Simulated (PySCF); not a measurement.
Compound: C6H13NO3.
Geometry (GFN2-xTB, Å), atoms numbered from 1 in this order:
```
atom  x, y, z in Å
C1     3.6698   -0.7489   -0.6201
O2     2.6334    0.1772   -0.8752
C3     2.1696    0.8233    0.2740
O4     1.4946   -0.0382    1.1465
C5     0.2603   -0.5080    0.6523
C6    -0.8289    0.5690    0.7244
O7    -0.5866    1.6918    1.1203
N8    -2.0685    0.1996    0.3236
C9    -2.4545   -1.0867   -0.1984
C10   -3.1247    1.1883    0.3170
H11    4.5600   -0.2367   -0.2378
H12    3.3545   -1.5028    0.1076
H13    3.8997   -1.2253   -1.5708
H14    1.5217    1.6345   -0.0756
H15    3.0006    1.2321    0.8660
H16   -0.0040   -1.3523    1.2947
H17    0.3768   -0.8486   -0.3863
H18   -2.6375   -1.0225   -1.2760
H19   -3.3813   -1.4048    0.2855
H20   -1.6952   -1.8391   -0.0165
H21   -2.7208    2.1185    0.7100
H22   -3.4882    1.3485   -0.7005
H23   -3.9555    0.8581    0.9438
```

Method used: PBE0/pcSseg-1 in PySCF (dipole) on a GFN2-xTB geometry, gas phase.

Masses are those of the commonest isotopes; rigid-rotor values at the optimised geometry. The values belong to one conformer with, in the numbering `[CH3:1][O:2][CH2:3][O:4][CH2:5][C:6](=[O:7])[N:8]([CH3:9])[CH3:10]`, C1–O2–C3–O4 -68°, O2–C3–O4–C5 -68°, C3–O4–C5–C6 -76°, O4–C5–C6–O7 3°, C5–C6–N8–C9 -2°.

Question: What are A, B and C (GHz)?

Answer: Ia = 173.70, Ib = 802.19, Ic = 882.19 u·Å²; 505379 MHz·u·Å²/I gives 2910, 630.0 and 572.9 MHz, that is A = 2.9095, B = 0.6300, C = 0.5729 GHz.

Question: Classify the top.

Answer: A near-prolate asymmetric top. Ray's parameter κ = (2B − A − C)/(A − C) = -0.951; −1 is the prolate and +1 the oblate limit.

Question: Is it planar, by Δ = Ic − Ia − Ib?

Answer: Not planar: Δ = Ic − Ia − Ib = -93.70 u·Å². For a rigid frame Δ = −2 Σ m c², so Σ m c² = 46.85 u·Å² lies off the ab plane: 9.21 from hydrogen and 37.64 from heavier atoms. The atom farthest from that plane is 1.61 Å away.

Question: Where do the levels up to J = 2 lie, in MHz?

Answer: Above 0(0,0):
J = 1: 1(0,1) 1203, 1(1,1) 3482, 1(1,0) 3540
J = 2: 2(0,2) 3608, 2(1,2) 5831, 2(1,1) 6002, 2(2,1) 12841, 2(2,0) 12842
Those of J = 1 are B + C, A + C and A + B.

Question: Predict some low-J microwave lines.

Answer: The dipole components are |μa| = 1.46 D, |μb| = 3.65 D, |μc| = 0.01 D. The squared components, which scale the intensities, stand as 0.16 : 1.00 : 0.00 (a : b : c). Some lines, for components of 0.1 D or more:

```tsv
type	branch	J(Ka,Kc)	MHz	lower level (cm⁻¹)
a	Q	3(1,2) ← 3(1,3)	343	0.312
a	R	1(0,1) ← 0(0,0)	1203	0.000
b	Q	1(1,0) ← 1(0,1)	2337	0.040
b	Q	2(1,1) ← 2(0,2)	2395	0.120
a	R	2(1,1) ← 1(1,0)	2463	0.118
a	R	3(0,3) ← 2(0,2)	3604	0.120
a	R	3(2,1) ← 2(2,0)	3613	0.428
a	R	3(1,2) ← 2(1,1)	3694	0.200
b	R	2(1,2) ← 1(0,1)	4628	0.040
b	R	3(1,3) ← 2(0,2)	5746	0.120
```

Question: Estimate the classical rotational partition function at 100 K, 298.15 K and 500 K.

Answer: Point group C1, symmetry number σ = 1; q = (√π/σ)·√((kT/h)³/(ABC)), k/h = 20836.6 MHz/K: 165000 at 100 K, 847000 at 298.15 K, 1840000 at 500 K.

GFN2-xTB frequencies: not computed here. Zero-point vibration and centrifugal distortion are left out. A rigid rotor knows nothing of internal rotation, which can split or shift real lines. Quadrupole hyperfine structure (14N) is left out.
